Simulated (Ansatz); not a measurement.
A made-up structure of ZnAlH₃S, singlet:

```json
{"atom": "Al1", "x (Å)": "1.6008", "y (Å)": "-0.2275", "z (Å)": "0.2291"}
{"atom": "S2", "x (Å)": "-0.0643", "y (Å)": "-0.8330", "z (Å)": "-1.0151"}
{"atom": "Zn3", "x (Å)": "0.3253", "y (Å)": "1.0887", "z (Å)": "1.4022"}
{"atom": "H4", "x (Å)": "0.1147", "y (Å)": "-1.7263", "z (Å)": "-2.0249"}
{"atom": "H5", "x (Å)": "-1.2764", "y (Å)": "-0.2822", "z (Å)": "-0.7377"}
{"atom": "H6", "x (Å)": "-0.5218", "y (Å)": "2.0297", "z (Å)": "2.2612"}
```

It is relaxed with PBE-D4/def2-SVP and then PBE0-D4/def2-TZVP (Ansatz 0.2.0). Atoms count as bonded within 1.22 times the sum of their covalent radii (H–H: 0.88 Å). The end point is not checked to be a true minimum.

**Question.** Does its bonding change? (A judgement: the text doesn't fix the answer.)

**Answer.** By the calculation: No: no bond forms or breaks.

Where it ends: The first stage lowers the energy by 1.58 eV in 8 steps. It ends as ZnAlH₃S ([SH2][Al][ZnH]):
```
atom    x (Å)    y (Å)    z (Å)
 Al1   1.9774  -0.3807   0.2621
  S2  -0.0171  -0.6752  -1.0946
 Zn3   0.3099   1.1974   1.5214
  H4  -0.1095  -1.6826  -1.9925
  H5  -1.3632  -0.5749  -0.9615
  H6  -0.6192   2.1653   2.3799
```

Labels in which every atom is bracketed show which atoms are joined, not bond orders.

For scale, one of the runs: PBE0-D4/def2-TZVP relaxation, 140 basis functions, launched by `ansatz run in.yaml --threads 2 --pin off --events-out ev --progress --plain --max-ram 4352MiB`. Hardware: 2 CPU threads of an Arm Neoverse V1, shared host. Wall time about 70 s.
